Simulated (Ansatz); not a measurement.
Ansatz (a program for electronic structure) input:

Ansatz 0.2 input:
```yaml
crystal:
  periodic: [false, false, false]
  atoms:
    - {symbol: C, position_ang: [2.54940343, 0.07261003, -0.39293474]}
    - {symbol: C, position_ang: [1.13067147, 0.47009174, -0.78647585]}
    - {symbol: C, position_ang: [0.03584075, -0.20102863, 0.07009022]}
    - {symbol: C, position_ang: [0.14009404, 0.19977276, 1.50086228]}
    - {symbol: C, position_ang: [-1.35767140, 0.12563030, -0.50877386]}
    - {symbol: C, position_ang: [-2.49764525, -0.62542896, 0.17092226]}
    - {symbol: H, position_ang: [2.76536131, 0.35257408, 0.63971331]}
    - {symbol: H, position_ang: [3.28785608, 0.55675321, -1.03464060]}
    - {symbol: H, position_ang: [2.69066244, -1.00776825, -0.47898181]}
    - {symbol: H, position_ang: [1.01527536, 1.55642266, -0.71084619]}
    - {symbol: H, position_ang: [0.95479030, 0.21304753, -1.83549986]}
    - {symbol: H, position_ang: [0.17771492, -1.28582237, -0.00139372]}
    - {symbol: H, position_ang: [0.31664370, -0.51151100, 2.29439716]}
    - {symbol: H, position_ang: [0.03319427, 1.24358706, 1.77297242]}
    - {symbol: H, position_ang: [-1.35060241, -0.10688200, -1.57806215]}
    - {symbol: H, position_ang: [-1.52428768, 1.20489790, -0.42807650]}
    - {symbol: H, position_ang: [-2.35898260, -1.70624537, 0.08609745]}
    - {symbol: H, position_ang: [-2.55223200, -0.38190065, 1.23350563]}
    - {symbol: H, position_ang: [-3.45955179, -0.37703633, -0.28132716]}
basis:
  gaussian:
    orbitals: def2-TZVP
hamiltonian:
  xc: b3lyp
  dispersion: d3bj
magnetization: {spin_polarized: true, initial_magnetization: 1}
phonons: {temperatures: {t_min: 298.15, t_max: 298.15, t_step: 100}}
```

Problem. What final total energy does it print?

Solution. -236.52839 Eh (B3LYP-D3(BJ)/def2-TZVP). The basis has 264 functions.

It need not be the lowest isomer of its formula.
